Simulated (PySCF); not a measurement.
C2H4ClGa. Atoms are numbered in the order given.

```xyz
8

Ga    -0.7266     0.0745     0.0000
H     -2.1729     0.6525     0.0000
Cl     0.8654     1.5572     0.0000
C     -0.0675    -1.7549     0.0000
C      1.2527    -2.0113     0.0000
H     -0.7687    -2.5995     0.0000
H      1.6506    -3.0336     0.0000
H      1.9927    -1.2029     0.0000
```
Charge 0, spin multiplicity 1.

Geometry: TPSSh-D3(BJ)/def2-SVP. Other conformers were not sampled.

Method: TDDFT-ωB97X/def2-SVPD (PySCF 2.14.0).

Vertical excitations. Gas-phase values at a fixed geometry. State labels are in the subgroup Cs.

Give excitation energies, oscillator strengths and character. (Estimate from the structure and the level; the computed values follow.)


```csv
state,symmetry,energy (eV),λ (nm),f,main pairs
S1,A",5.27,235,0.001,HOMO→LUMO 88 %
S2,A',6.12,203,0.177,HOMO−1→LUMO 98 %
S3,A",6.36,195,0.003,HOMO−2→LUMO 82 %
S4,A",6.92,179,0.011,HOMO−4→LUMO 93 %
S5,A',6.93,179,0.065,HOMO−3→LUMO 93 %
S6,A',7.54,164,0.147,"HOMO→LUMO+2 45 %, HOMO→LUMO+1 37 %"
S7,A",7.61,163,0.001,"HOMO→LUMO+3 53 %, HOMO−2→LUMO+3 27 %"
S8,A",7.66,162,0.002,"HOMO−1→LUMO+1 57 %, HOMO−1→LUMO+2 21 %"
S9,A",8.16,152,0.136,"HOMO−3→LUMO+1 41 %, HOMO−3→LUMO+2 28 %, HOMO−1→LUMO+1 9 %"
S10,A',8.17,152,0.102,"HOMO−1→LUMO+3 45 %, HOMO−2→LUMO+1 22 %, HOMO−2→LUMO+2 14 %"
T1,A',4.03,307,0,"HOMO−1→LUMO 63 %, HOMO−1→LUMO+3 26 %"
T2,A",4.93,252,0,"HOMO→LUMO 80 %, HOMO−2→LUMO 13 %"
T3,A",6.09,203,0,"HOMO−2→LUMO 65 %, HOMO→LUMO+3 12 %, HOMO→LUMO 11 %"
T4,A',6.36,195,0,"HOMO−3→LUMO 71 %, HOMO−1→LUMO 15 %"
```
Triplets are in the Tamm–Dancoff approximation, which puts them higher than full response would, so one can lie above its singlet here.
